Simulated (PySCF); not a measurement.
**Static response to an electric field**

Species: Ga(CO)H3, CH3GaO.
Structure used (PBE0-D3(BJ)/def2-SVP), in Å, numbered top down from 1:
```xyz
6
CH3GaO angstrom
Ga    -0.0125    0.0041   -0.8481
C      0.0127    0.0121    1.3511
O      0.0371   -0.0161    2.4750
H      1.5549    0.0056   -1.0017
H     -0.8019    1.3552   -1.0138
H     -0.7903   -1.3609   -0.9626
```

Level: PBE0/def2-SVPD (PySCF), static field, nuclei fixed, core orbitals frozen in the response. The polarisability tensor in these axes (au):

```
x   45.60  0.04  0.21
y    0.04 45.58 -0.09
z    0.21 -0.09 59.61
```

Task: Diagonalise the tensor; give its mean and Δα, where Δα² is half the sum of the squared differences of the eigenvalues.

Result: Principal values 45.54, 45.63 and 59.61 au; mean 50.26 au = 7.45 Å³ = 8.29 × 10⁻⁴⁰ C²·m²/J; Δα = 14.02 au (28 % of the mean).

Task: What is the dipole moment, and where does it point?

Result: (0.01, 0.02, 1.83) D, 1.83 D in size, pointing from the negative to the positive side. Measured along this direction, the outermost atoms are H5, H4 and H6 at the negative end and O3 at the positive end.

Task: Sum over states: ᾱ = Σ f/ω², ω in Eh. What share falls to these 15 lowest TDDFT singlets (eV, f)? 4.95, 0.0001; 5.05, 0.0091; 5.06, 0.0108; 5.63, 0.2147; 7.17, 0.0002; 7.18, 0.0003; 7.37, 0.0299; 7.38, 0.0344; 7.56, 0.1460; 7.56, 0.1394; 8.57, 0.0000; 8.86, 0.0016; 9.01, 0.0043; 9.01, 0.0039; 9.21, 0.5025.

Result: They add up to 14.66 au, 29.2 % of the 50.26 au; the largest single term is 5.02 au, from the state at 5.63 eV. Terms in order: 0.00, 0.26, 0.31, 5.02, 0.00, 0.00, 0.41, 0.47, 1.89, 1.80, 0.00, 0.02, 0.04, 0.04, 4.39 au. Higher excitations give the rest. The strengths listed sum to 1.097.

Task: How large is μ²/3kT at 250 K beside α?

Result: In Gaussian units μ²/3kT = 32.29 Å³ against 7.45 Å³, a ratio of 4.34; the Debye molar polarisation (4π/3)N_A(α + μ²/3kT) is 100.2 cm³/mol, leaving out the vibrational part.

Task: Find the Langevin capture rate constant for O2+ (31.990 u) meeting this molecule (99.944 u), k = 2.342 × 10⁻⁹ cm³/s × √(α in Å³ / reduced mass in u).

Result: The reduced mass is 24.23 u, so k = 1.30 × 10⁻⁹ cm³/s. The formula leaves out the permanent dipole, which adds to the capture rate.

Geometry: PBE0-D3(BJ)/def2-SVP; no solvent, vibrations or thermal averaging. The calculation is non-relativistic, for gallium too.
